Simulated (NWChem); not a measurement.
System: Cl2 anion, doublet

Here is an NWChem input.

```
start job
memory heap 200 mb stack 700 mb global 900 mb
charge -1
geometry units angstroms noautosym nocenter noautoz
  Cl     0.000000     0.000000    -1.360302
  Cl     0.000000     0.000000     1.360302
end
basis spherical
  Cl library aug-cc-pvdz
end
dft
  odft
  mult 2
  xc xpbe96 cpbe96
  iterations 150
end
cosmo
  dielec 11.7
end
task dft energy
```

Coordinates come from a B3LYP/def2-SVPD, spin-unrestricted optimisation. No stability test was run on the SCF state.

Level: PBE/aug-cc-pVDZ with COSMO at NWChem's default radii, gas-phase geometry; the question gives the dielectric constant. Reactions with the solvent are ignored.

**Question.** What results follow from this input? (PBE/aug-cc-pVDZ, spin-unrestricted, COSMO on the gas-phase geometry.) Quantities: electrostatic solvation energy (kcal/mol).

**Answer.** 
* **electrostatic solvation energy (kcal/mol)**: -54.5
